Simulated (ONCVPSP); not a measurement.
## Logarithmic derivatives: Li, ONCV

| Property | Result |
| --- | --- |
| Element | Li (Z = 3) |
| Generator | ONCVPSP 4.0.1 |
| Type | optimised norm-conserving Vanderbilt (ONCV) |
| Functional | BLYP |
| Relativity | scalar-relativistic |
| Frozen core | none |
| Valence charge | 3 |
| Reference configuration | 1s2 2s1 |
| Partial waves | 1s+2s: rc 0.90 bohr, ncon 4, nbas 8, qcut 12.1 1/bohr, 2 projectors; p scattering state at 0.05 Ha: rc 0.95 bohr, ncon 4, nbas 7, qcut 10.4 1/bohr, 1 projector |
| Local potential | polynomial inside 0.90 bohr (lpopt 3, dvloc0 2 Ha) |
| Core correction | none |

The phase is arctan(r·R′/R) of the radial function R(r), unwrapped; energies in Ha, scanned from -3 to 5 Ha. A pole is an energy at which the radial function vanishes at the test radius. The pseudo phase is shifted by a multiple of π to meet the all-electron one at the reference energy, and phase errors are pseudo minus all-electron; the curves can meet again beyond the range given. Levels narrower than the energy grid can be missing from the lists of poles.

```tsv
channel	radius (bohr)	reference energy (Ha)	poles, all-electron	poles, pseudo	unbroken range about the reference energy with phases within 0.05 rad	phase error 1 Ha above the reference energy (rad)
s	0.91	-0.10	-0.61	-0.61	the whole range	+0.000
p	0.96	0.05	none	none	the whole range	+0.001
```

Phases in the p channel:

```
E (Ha)  all-electron  pseudo
 -2.98         0.957   0.958
 -2.76         0.931   0.931
 -2.54         0.902   0.902
 -2.32         0.870   0.870
 -2.10         0.834   0.834
 -1.88         0.793   0.794
 -1.66         0.749   0.749
 -1.44         0.698   0.699
 -1.22         0.642   0.642
 -1.00         0.578   0.578
 -0.78         0.506   0.506
 -0.56         0.425   0.425
 -0.34         0.334   0.334
 -0.12         0.234   0.234
  0.10         0.124   0.124
  0.32         0.008   0.008
  0.54        -0.114  -0.114
  0.76        -0.238  -0.237
  0.98        -0.359  -0.359
  1.20        -0.476  -0.475
  1.42        -0.585  -0.584
  1.64        -0.685  -0.684
  1.86        -0.776  -0.774
  2.08        -0.857  -0.855
  2.30        -0.929  -0.927
  2.52        -0.994  -0.991
  2.74        -1.051  -1.048
  2.96        -1.102  -1.099
  3.18        -1.147  -1.144
  3.40        -1.188  -1.185
  3.62        -1.225  -1.221
  3.84        -1.258  -1.255
  4.06        -1.289  -1.285
  4.28        -1.317  -1.312
  4.50        -1.342  -1.338
  4.72        -1.366  -1.361
  4.94        -1.388  -1.383
```
